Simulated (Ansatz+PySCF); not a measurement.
Two shapes of singlet H10.

Shape 1:

```xyz
10

H     0.0000    0.0000    0.0000
H     0.0000    0.0000    1.8000
H     0.0000    0.0000    3.6000
H     0.0000    0.0000    5.4000
H     0.0000    0.0000    7.2000
H     0.0000    0.0000    9.0000
H     0.0000    0.0000   10.8000
H     0.0000    0.0000   12.6000
H     0.0000    0.0000   14.4000
H     0.0000    0.0000   16.2000
```

Shape 2:

```xyz
10

H     0.0000    0.0000    0.0000
H     0.0000    0.0000    1.0000
H     0.0000    0.0000    2.0000
H     0.0000    0.0000    3.0000
H     0.0000    0.0000    4.0000
H     0.0000    0.0000    5.0000
H     0.0000    0.0000    6.0000
H     0.0000    0.0000    7.0000
H     0.0000    0.0000    8.0000
H     0.0000    0.0000    9.0000
```

Basis set: cc-pVDZ (spherical functions). All electrons are correlated. Charge 0, multiplicity 1.

Computed with Ansatz (development build ahead of 0.2.0); each method stands on the lowest determinant of its kind that the runs found.

(1) Which shape is lower in energy, and by how much in each method?

## Answers

(1)

```json
{"method": "RHF", "E(2) − E(1) (eV)": "-16.383"}
{"method": "UHF-MP2", "E(2) − E(1) (eV)": "-12.209"}
{"method": "PBE0 (unrestricted)", "E(2) − E(1) (eV)": "-13.058"}
{"method": "r²SCAN (unrestricted)", "E(2) − E(1) (eV)": "-12.744"}
{"method": "ωB97X (unrestricted)", "E(2) − E(1) (eV)": "-13.222"}
```

Shape 2 is lower. Caution for RHF: an unrestricted determinant lies well below. Caution for UHF-MP2: bonds are stretched, where a single reference can fail; another reference gives a lower total. Caution for UHF-MP2, PBE0 (unrestricted), ωB97X (unrestricted): the unrestricted determinant is a mixture of spin states; the determinant breaks the point group. Caution for UHF-MP2, r²SCAN (unrestricted): the unrestricted determinant is spin contaminated.
